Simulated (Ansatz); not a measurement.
Total energies of the cluster Cd₃Te₄ from Ansatz at r2SCAN-D4/def2-TZVP, gas phase (1 Eh = 27.2114 eV = 2625.5 kJ/mol). The reference geometry is relaxed at PBE-D4/def2-SVP.

```xyz
7

Cd    1.0553    1.2649    2.6725
Cd   -0.7811   -2.0125   -0.2882
Cd    1.7540    0.1037   -0.1203
Te    1.6922   -2.5083    0.6010
Te   -1.5865    1.5373   -0.0648
Te    0.7008    2.2273   -1.4725
Te   -2.8347   -0.6124   -1.3276
```

```csv
state,geometry,energy (Eh)
charge 0 singlet,reference,-1576.25533
charge 1 doublet,reference,-1575.99018
charge -1 doublet,reference,-1576.31715
charge 0 triplet,relaxed at PBE-D4/def2-SVP,-1576.22515
charge 0 quintet,relaxed at PBE-D4/def2-SVP,-1576.18921
free Cd atom (singlet),–,-167.83561
free Te atom (triplet),–,-268.08831
```

In the def2 sets Cd, Te take a core potential; there is no spin–orbit coupling.

(1) Work out the vertical ionisation energy to the doublet.

(2) Work out the vertical electron affinity, to the doublet.

(3) Give the fundamental gap IE − EA, the Mulliken electronegativity (IE + EA)/2 and the hardness (IE − EA)/2.

(4) Which of the charge 0 states is lowest, and how far above it are the others?

(5) What is the binding energy per atom against free atoms?

(1) E(charge 1 doublet) − E(charge 0 singlet) = -1575.99018 − (-1576.25533) = 0.26515 Eh = 7.22 eV. For comparison, −ε of the highest occupied level is 5.43 eV at this level, 1.79 eV less.

(2) E(charge 0 singlet) − E(charge -1 doublet) = -1576.25533 − (-1576.31715) = 0.06182 Eh = 1.68 eV. The basis lacks diffuse functions, which makes affinities too small.

(3) From the values in Eh: IE − EA = 0.26515 − 0.06182 = 0.20333 Eh = 5.53 eV; (IE + EA)/2 = 4.45 eV; (IE − EA)/2 = 2.77 eV. The HOMO–LUMO gap of the same run is 2.05 eV, 3.48 eV smaller than the fundamental gap.

(4) The singlet. triplet: -1576.22515 − (-1576.25533) = 0.03018 Eh = 79.2 kJ/mol; quintet: -1576.18921 − (-1576.25533) = 0.06612 Eh = 173.6 kJ/mol. The quintet differs in its bonds from the reference.

(5) Atoms: 3 × (-167.83561) + 4 × (-268.08831) = -1575.86007 Eh. Binding: -1575.86007 − (-1576.25533) = 0.39526 Eh = 10.76 eV, or 1.54 eV for each of 7 atoms (no zero-point energy, no counterpoise term).

 

The structure comes from a short search, and lower isomers may exist.
